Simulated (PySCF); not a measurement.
Input file for PySCF: R-B3LYP/6-311+G** on H2SSi (SMILES [SiH]S), a point of a torsion scan.

```python
from pyscf import gto, scf, dft, mp
from pyscf.data.elements import chemcore

mol = gto.M(
    atom='''
    Si    1.00673555    0.63867685   -0.37774011
    S    -1.03426003    0.50000838    0.38117604
    H     1.50844416   -0.56517300    0.32850780
    H    -0.80312426   -0.07980705    1.55104885
    ''',
    basis='6-311+g**',
    charge=0, spin=0, verbose=3, max_memory=1800)
mf = dft.RKS(mol, xc='b3lyp')
mf.conv_tol = 1e-8
mf.max_cycle = 100
mf.kernel()
if not mf.converged:
    mf = mf.newton().run(mf.mo_coeff, mf.mo_occ)
```

Q: What total energy does the run end on?

A: -688.9108 hartree.
